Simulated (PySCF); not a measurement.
Species: C5H3ClOS.
Bonds: O1–C2 (double), C2–Cl3, C2–C4, C4–C5 (aromatic), C5–C6 (aromatic), C6–S7 (aromatic), S7–C8 (aromatic), C4–C8 (aromatic). Hydrogens: H9 on C5; H10 on C6; H11 on C8.

Computed by this run: PySCF, PBE0-D3(BJ)/def2-SVP geometry optimisation, gas phase; density fitting, grid level 1; the optimiser is geomeTRIC in internal coordinates, started from a GFN2-xTB structure with every atom displaced at random (about 0.01 Å).

Geometry at step 4:
```
atom  x, y, z in Å
O1     -2.1378   -1.5210    0.3414
C2     -1.7672   -0.4628   -0.0503
Cl3    -2.9441    0.7505   -0.6457
C4     -0.3774    0.0069   -0.0571
C5      0.6885   -0.8436    0.3744
C6      1.8966   -0.2128    0.3002
S7      1.7491    1.4010   -0.2862
C8      0.0603    1.2562   -0.4440
H9      0.5373   -1.8670    0.7163
H10     2.8782   -0.6089    0.5570
H11    -0.5465    2.0768   -0.8227
```

Q: Give the atomic forces at this geometry.

A: 
```tsv
atom	Fx (eV/Å)	Fy (eV/Å)	Fz (eV/Å)
O1	-0.024	-0.014	-0.129
C2	-0.012	0.096	0.219
Cl3	-0.017	-0.048	-0.038
C4	-0.044	-0.017	-0.063
C5	0.068	0.136	-0.031
C6	0.093	-0.071	0.030
S7	-0.036	-0.065	0.017
C8	-0.017	-0.015	-0.052
H9	-0.004	-0.001	0.005
H10	0.004	-0.001	0.012
H11	-0.011	0.000	0.029
```

The largest, 0.24 eV/Å, acts on C2; the rms over all components is 0.064 eV/Å. The forces sum to zero within rounding, as they must for an isolated molecule in no field.

Q: Give the force on C2 in Eh/bohr and in nN.

A: 0.239 eV/Å ÷ 51.422 = 0.00466 Eh/bohr, and 0.239 eV/Å × 1.602 = 0.38 nN.

Q: How far is this geometry from the end of the optimisation?

A: 0.004 eV above it, and 0.018 Å rms away after alignment. The bonds farthest from their final lengths, with half the difference of the two atoms' forces along the bond (positive lengthens):

```tsv
bond	now (Å)	final (Å)	force along bond (eV/Å)
C2–Cl3	1.792	1.791	0.00
```

The cost below is that of the whole optimisation. On an Arm Neoverse V1 with one thread, on a shared host, this took 76 s and 0.57 GiB of memory at its peak.
